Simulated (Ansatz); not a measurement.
`[SiH3]C1CC1` + `[CH3][Al]([F])[CH2]F` → `C[SiH2]C1CC1` + `F[CH2][AlH][F]`  (redistribution)

Program: Ansatz. Geometries: PBE0-D4/def2-TZVP. ΔE: electronic, gas phase. CCSD(T)/CBS is the MP2 limit (def2-TZVPP, def2-QZVPP) plus CCSD(T) − MP2 in def2-TZVPP, frozen cores. Functionals use def2-TZVPP. B3LYP here is the variant with VWN-RPA as its local correlation; programs differ in this. One conformer a species, not always the lowest.

`[SiH3]C1CC1`:

Z-matrix (Å, degrees):
```
Si
C 1 1.853
H 1 1.489 2 111.5
H 1 1.489 2 111.6 3 121.0
H 1 1.490 2 108.2 3 -119.5
C 2 1.509 1 119.9 3 154.3
C 2 1.509 1 119.9 3 84.9
H 2 1.086 1 116.0 3 -60.4
H 6 1.083 2 117.5 1 142.5
H 6 1.084 2 118.2 1 -1.0
H 7 1.083 2 117.5 1 -142.5
H 7 1.084 2 118.2 1 1.0
```

`[CH3][Al]([F])[CH2]F`:

Z-matrix (Å, degrees):
```
C
Al 1 1.935
H 1 1.095 2 110.5
H 1 1.093 2 111.7 3 118.9
H 1 1.092 2 111.4 3 -119.2
F 2 1.656 1 120.1 3 -80.9
C 2 1.976 1 125.5 3 98.6
F 7 1.402 2 109.6 1 0.3
H 7 1.097 2 112.8 1 120.3
H 7 1.097 2 112.7 1 -119.7
```

`C[SiH2]C1CC1`:

```xyz
15

C     1.941    0.398   -1.292
Si    1.116    0.085    0.358
C    -0.570   -0.664    0.164
C    -1.622   -0.445    1.222
C    -1.756    0.231   -0.099
H     2.921    0.863   -1.160
H     2.084   -0.538   -1.838
H     1.330    1.060   -1.910
H     0.939    1.372    1.093
H     1.986   -0.799    1.187
H    -0.611   -1.632   -0.328
H    -1.363    0.163    2.081
H    -2.290   -1.268    1.444
H    -2.517   -0.127   -0.782
H    -1.590    1.302   -0.141
```

`F[CH2][AlH][F]`:

Z-matrix (Å, degrees):
```
C
Al 1 1.974
F 1 1.392 2 112.9
H 1 1.099 2 111.0 3 121.4
H 1 1.099 2 111.1 3 -121.4
F 2 1.646 1 119.6 3 0.1
H 2 1.578 1 122.4 3 -180.0
```

| level | ΔE (kJ/mol) |
| --- | --- |
| PBE-D4 | 13.4 |
| PBE0-D4 | 11.9 |
| B3LYP | 15.7 |
| MP2/CBS(def2) | 10.5 |

Task: What does CCSD(T)/CBS give? (Best estimate.)

Result: Computed: +11.4 kJ/mol. The listed levels differ from it by 2.0, 0.5, 4.3, -0.9 kJ/mol.

Largest T1 diagnostic among the species: 0.012.
